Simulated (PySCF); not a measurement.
# What a mistake does to a calculation on AlBH5OSi

These are calculations, not measurements. The program is PySCF 2.14.0, an open-source quantum chemistry code, run on an isolated molecule that a program drew, which may never have been made. The molecule is AlBH5OSi (charge 0, doublet), drawn as the SMILES string `[AlH2][B]O[SiH3]`.

Each row is a Hartree-Fock (HF) and frozen-core CCSD(T) single point in the cc-pV(D+d)Z basis, meant for a local HF minimum. Run 1 is clean. Each other run has one planted mistake out of seven kinds, and not every kind appears here: one electron removed, one electron added, multiplicity raised by two, geometry at a saddle point, minimal basis STO-3G, one bond length entered in bohr, all coordinates scaled. The reference is restricted for singlets and unrestricted otherwise, and also for a bond in bohr. Adding or removing an electron swaps singlet and doublet. Electrons count all cores. HOMO and LUMO are orbital energies over both spins, the gradient is its largest component, and the lowest frequency (negative if imaginary) is given only where the gradient is small. Bond lengths are over the 8 bonds as drawn. T1 is the CCSD diagnostic: over 0.02 (restricted) or 0.045 (unrestricted) a single reference is doubtful.

Geometry of the clean run:
```xyz
9
AlBH5OSi, angstrom
Al   -0.0095    2.8975    0.1161
B     0.1121    1.1481    1.1536
O     0.2034    0.0265    1.8030
Si    1.0556   -1.4261    1.7979
H    -1.0281    2.9703   -1.0893
H     0.9036    4.0980    0.5859
H     1.7441   -1.5252    3.0935
H     0.0674   -2.5038    1.6410
H     2.0157   -1.4138    0.6813
```

| run | electrons | basis functions | <S^2> | HOMO (eV) | LUMO (eV) | gradient (hartree/bohr) | lowest frequency (cm^-1) | mean bond (Å) | longest bond (Å) | T1 | HF (hartree) | CCSD(T) (hartree) | mistake |
|---|---|---|---|---|---|---|---|---|---|---|---|---|---|
| 1 | 45 | 99 | 0.757 | -6.60 | 1.42 | 3.1e-05 | 51 | 1.5743 | 2.037 | 0.0172 | -633.33328 | -633.80848 | no fault |
| 2 | 45 | 99 | 0.758 | -6.55 | 1.32 | 3.0e-02 | - | 1.6562 | 2.143 | 0.0192 | -633.31298 | -633.79511 | all coordinates scaled |
| 3 | 45 | 99 | 1.573 | -6.65 | 1.09 | 8.6e-03 | - | 1.7378 | 2.779 | 0.0504 | -633.21574 | -633.68210 | ? |
| 4 | 46 | 99 | 0.000 | 0.25 | 6.61 | 5.8e-02 | - | 1.5743 | 2.037 | 0.0171 | -633.29718 | -633.80955 | ? |

**Which mistake was planted in run 3, and what did it cost?**

The mean bond changes by a factor of 1.104 and the longest by 1.364, so the molecule wasn't scaled as a whole. A length L in bohr read as angstrom grows by (1/0.5292 - 1) L = 0.890 L. The 8 bonds together grew by 8 x 0.1635 = 1.308 Å, which gives L = 1.470 Å. That is the length of one of the H-Si bonds, 1.471 Å in the clean geometry. So the mistake is: one bond length entered in bohr. Subtracting run 1 and multiplying by 627.51 kcal/mol a hartree, the energy moved by 73.8 kcal/mol in HF and 79.3 kcal/mol in CCSD(T).

**Which mistake was planted in run 4, and what did it cost?**

It counts 46 electrons, one more than the clean run, at the same geometry and basis. So the mistake is: one electron added. Subtracting run 1 and multiplying by 627.51 kcal/mol a hartree, the energy moved by 22.7 kcal/mol in HF and -0.7 kcal/mol in CCSD(T).

Cautions from the logs. Run 3: T1 is over the limit, so its CCSD(T) energy is less reliable; run 4: the HOMO is above zero, so the electron isn't bound and the energy depends on the basis.
